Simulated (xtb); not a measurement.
C2H5FOSi2, SMILES C1[SiH2][Si@H](F)C1=O. All values are semi-empirical tight-binding results from xtb (GFN2-xTB unless named), good for trends rather than for accurate numbers. Coordinates come from a GFN2-xTB optimisation. The structure was generated by enumeration; whether it is a known compound was not checked.

Optimised geometry:

Bonds (Å): O1–C2 1.202, C2–C3 1.524, C2–Si5 1.959, C3–Si4 1.927, C3–H7 1.092, C3–H8 1.089, Si4–Si5 2.328, Si4–H9 1.466, Si4–H10 1.467, Si5–F6 1.623, Si5–H11 1.454. Bond angles (°): O1–C2–C3 125.6, O1–C2–Si5 131.3, C3–C2–Si5 102.6, C2–C3–Si4 99.9, C2–C3–H7 107.4, C2–C3–H8 112.0, Si4–C3–H7 110.8, Si4–C3–H8 120.0, H7–C3–H8 106.2, C3–Si4–Si5 79.2, C3–Si4–H9 111.7, C3–Si4–H10 112.4, Si5–Si4–H9 118.2, Si5–Si4–H10 123.5, H9–Si4–H10 108.2, C2–Si5–Si4 76.0, C2–Si5–F6 110.3, C2–Si5–H11 117.5, Si4–Si5–F6 113.0, Si4–Si5–H11 136.4, F6–Si5–H11 100.9.
Charge 0, spin multiplicity 1.

```yaml
orbital_gap: 2.39 eV
dipole_moment: 3.64 D
zero_point_energy: 38.8 kcal/mol
G − E(el) at 298.15 K (modified RRHO): 18.4 kcal/mol
static polarisability (D4 model): 79.2 bohr³
solvation energy, GFN2-xTB/ALPB(water): -2.6 kcal/mol
solvation energy, GFN2-xTB/ALPB(ch2cl2): -5.7 kcal/mol
```

Problem. Give the atomic charges and the Wiberg bond orders between heavy atoms. (The exact figures need the calculation; the answer reports its results.)

Solution. charges (e) O1 -0.35, C2 0.11, C3 -0.20, Si4 0.38, Si5 0.45, F6 -0.28, H7 0.05, H8 0.04, H9 -0.09, H10 -0.07, H11 -0.05. Bond orders O1–C2 1.92, C2–C3 1.01, C3–Si4 0.88, C2–Si5 0.79, Si4–Si5 0.84, Si5–F6 1.10.
